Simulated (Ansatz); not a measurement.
Calculated with Ansatz (gas phase, PBE0-D4/def2-TZVP geometries, no zero-point term in ΔE). CCSD(T)/CBS adds triple-zeta CCSD(T) − MP2 to the extrapolated MP2 energy (def2 sets, frozen cores). This one scheme is used for every species. DFT in def2-TZVPP. One conformer a species, not always the lowest.

Reaction (cleavage of the Si–Si bond): `O[Si](O)(F)[SiH3]` + NH₃ → `N[SiH3]` + `O[SiH](O)F`

`O[Si](O)(F)[SiH3]`:

```xyz
10

O    -0.391   -0.600   -1.804
Si   -0.564   -0.390   -0.190
O    -0.421   -1.846    0.517
F    -2.027    0.220    0.045
Si    0.989    1.051    0.786
H    -0.765    0.062   -2.388
H    -0.795   -2.609    0.071
H     0.873    2.393    0.152
H     0.735    1.184    2.244
H     2.365    0.535    0.568
```

NH₃:

```xyz
4

N    -0.177    0.016    0.219
H    -0.280   -0.856   -0.286
H    -0.334    0.764   -0.445
H     0.790    0.076    0.512
```

`N[SiH3]`:

```xyz
7

N     0.612    0.745   -0.456
Si   -0.369   -0.398    0.374
H     0.199    1.344   -1.153
H     1.554    0.499   -0.713
H    -1.579    0.311    0.866
H    -0.836   -1.566   -0.432
H     0.419   -0.934    1.514
```

`O[SiH](O)F`:

```xyz
7

O    -0.883    1.030    0.093
Si    0.316   -0.028   -0.224
O     0.667   -0.837    1.135
F    -0.190   -1.005   -1.379
H    -1.417    1.348   -0.636
H     1.559    0.592   -0.701
H    -0.052   -1.100    1.711
```

CCSD(T)/CBS gives -52.3 kJ/mol.

(1) Another level gave -57.2 kJ/mol. Which?
A. BHLYP/def2-TZVPP
B. PBE0/def2-TZVPP
C. B2PLYP/def2-TZVPP
D. HF/def2-TZVPP

(2) What do rigid-rotor, harmonic-oscillator terms from PBE0-D4/def2-TZVP frequencies (298.15 K, 1 bar) make of the CCSD(T)/CBS value? (Estimate.)

Largest T1 diagnostic among the species: 0.013.

## Answers

(1) C. B2PLYP -57.2, HF/def2-TZVPP -74.1, PBE0 -41.8, BHLYP -63.1 kJ/mol.

(2) Ansatz gave: ΔZPE = -1.4 kJ/mol, ΔH = -57.4 kJ/mol, ΔS = 10 J/(mol·K), ΔG = -60.3 kJ/mol.

The D4 term adds +5.7 kJ/mol with B3LYP and +3.4 kJ/mol with PBE0; it sums over pairs of atoms, weighted by their polarisabilities, and B3LYP, whose exchange is more repulsive, gets the larger term. From BLYP to BHLYP (50 % exact exchange), in def2-TZVPP and without D4, ΔE moves by −14.9 kJ/mol. In def2-TZVPP, CCSD(T) changes the Hartree–Fock value by +21.2 kJ/mol (the triples alone add +3.2 kJ/mol) and MP2 by +12.7 kJ/mol.

B3LYP here is the variant with VWN-RPA as its local correlation; programs differ in this.
